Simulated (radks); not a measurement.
Polarisability of the molybdenum ion Mo3+, [Kr] 4d3, at imaginary frequency. Method: scalar-relativistic Kohn-Sham, LB94 model potential, spin-unpolarised, spherical densities, finite nucleus; Fermi nuclear charge, rms radius 4.4091 fm; computed with a radial shooting solver on a logarithmic mesh with Libxc functionals. Response by self-consistent Sternheimer equations with the Hartree and adiabatic LDA kernel, the relativistic mass of each level held fixed and spin-orbit coupling left out.

w (hartree),alpha1(iw) (bohr^3)
0.00266,5.683
0.0143,5.681
0.0360,5.671
0.0697,5.639
0.118,5.560
0.186,5.396
0.280,5.100
0.413,4.632
0.605,3.985
0.892,3.182
1.35,2.277
2.12,1.379
3.59,0.6625
6.94,0.2413
17.5,0.05958

Static values: alpha1 = 5.683 bohr^3 (0.8421 angstrom^3; uncoupled 8.234). C6 = 25.57, triple-dipole C9 = 100.7 atomic units. One-pole (London) frequency 4 C6 / (3 alpha1^2) = 1.056 hartree, against 1.483 for minus the highest occupied eigenvalue.
